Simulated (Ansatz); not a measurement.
A search over several starts for the lowest SCF solution of the cluster Cs₅⁻ at the given spin, in a small basis.

```yaml
crystal:
  periodic: [false, false, false]
  atoms:
    - {symbol: Cs, position_ang: [-3.405390, 2.500753, 4.233330]}
    - {symbol: Cs, position_ang: [1.905889, -2.846716, -1.233068]}
    - {symbol: Cs, position_ang: [-0.431646, 2.024505, -0.804052]}
    - {symbol: Cs, position_ang: [-0.926599, -1.746624, 3.057470]}
    - {symbol: Cs, position_ang: [2.857756, 0.068073, -5.253691]}
basis:
  gaussian: {orbitals: def2-SVP, initial_orbitals: start.molden}
total_charge: -1
magnetization: {spin_polarized: true, initial_magnetization: 2}
hamiltonian: {xc: pbe0}
output: {orbitals: {seedname: orbitals}}
```

The file start.molden holds the orbitals of an earlier run on this structure, at another level or in another basis.

```sh
$ ansatz run in.yaml --threads 4 --pin off --events-out ev --progress --plain --max-ram 3916MiB
```

Shortened log:

```
Functional definition: PBE0
1270 factors; their error is unknown
mean field evaluation 1: about -2742.3184 eV, gradient 1.5e0 eV
mean field evaluation 2: about -2742.3424 eV, gradient 4.1e-2 eV
mean field evaluation 4: about -2742.3716 eV, gradient 8.4e-4 eV
mean field evaluation 8: about -2742.2208 eV, gradient 2.0e0 eV
mean field evaluation 16: about -2742.3714 eV, gradient 3.4e-2 eV
mean field evaluation 32: about -2742.3716 eV, gradient 3.5e-5 eV
mean field evaluation 64: about -2741.9096 eV, gradient 9.4e-3 eV
mean field evaluation 96: about -2742.3689 eV, gradient 2.0e-1 eV
mean field evaluation 128: about -2741.5598 eV, gradient 1.1e0 eV
mean field evaluation 160: about -2742.1128 eV, gradient 5.3e-1 eV
mean field evaluation 192: about -2742.1004 eV, gradient 9.7e-1 eV
mean field -2742.37160533 eV, -100.7802976498 hartree, gradient 1.0e-5 eV, S^2 2.127722; 10 other end points of the search recorded, 0 dependent functions left out
reference -2742.37164321 eV, -100.7802990416 hartree; 24, 22 occupied and 96, 98 virtual orbitals, 1270 factors
Total energy: -2742.37164321 eV, -100.7802990416 hartree
```

Hardware: 4 threads of Arm Neoverse V1 on a shared host. Wall time 78 s, peak host memory 0.68 GiB.

In the def2 sets Cs takes a core potential; there is no spin–orbit coupling. The charge -1 triplet is spin-contaminated (final ⟨S²⟩ up to 2.13, 2.00 for a pure state). At PBE0/def2-TZVPD a singlet of charge -1 lies 0.13 eV below the triplet, each at its own geometry. The structure comes from a short search, and lower isomers may exist.
